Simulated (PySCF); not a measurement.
Be(Cl)(OMe) (CH3BeClO), SMILES C[O][Be][Cl].

Geometry optimised at ωB97X-D3(BJ)/def2-SVP. The values are those of a single conformer.

Method: TDA-B3LYP/def2-SVPD in PySCF.

Vertical excitations; the highest root listed may be one member of a degenerate set. The molecule is in vacuum. State labels are in the subgroup Cs.

Q: Give excitation energies, oscillator strengths and character. (The exact figures need the calculation; the answer reports its results.)

A: 
```
state  symmetry  energy (eV)  λ (nm)      f                                              main pairs
-----  --------  -----------  ------  -----  ------------------------------------------------------
S1           A"         6.86     181  0.001                              HOMO→LUMO (degenerate set)
S2           A'         6.86     181  0.001                            HOMO−1→LUMO (degenerate set)
S3           A"         7.60     163  0.000                    HOMO→LUMO+1 48 %, HOMO−1→LUMO+2 48 %
S4           A'         7.62     163  0.001             HOMO→LUMO+2, HOMO−1→LUMO+1 (degenerate set)
S5           A"         7.62     163  0.001             HOMO−1→LUMO+2, HOMO→LUMO+1 (degenerate set)
S6           A"         7.71     161  0.062                            HOMO−2→LUMO (degenerate set)
S7           A'         7.71     161  0.062                            HOMO−3→LUMO (degenerate set)
S8           A"         8.00     155  0.034                            HOMO→LUMO+3 (degenerate set)
S9           A'         8.00     155  0.034                          HOMO−1→LUMO+3 (degenerate set)
S10          A'         8.31     149  0.223                    HOMO−1→LUMO+1 45 %, HOMO→LUMO+2 45 %
T1           A'         6.68     186      0                            HOMO−1→LUMO (degenerate set)
T2           A"         6.68     186      0                              HOMO→LUMO (degenerate set)
T3           A'         7.23     172      0                    HOMO−1→LUMO+1 45 %, HOMO→LUMO+2 45 %
T4           A"         7.39     168      0  HOMO→LUMO+1 41 %, HOMO−1→LUMO+2 41 %, HOMO−2→LUMO 10 %
```
Triplets are in the Tamm–Dancoff approximation.
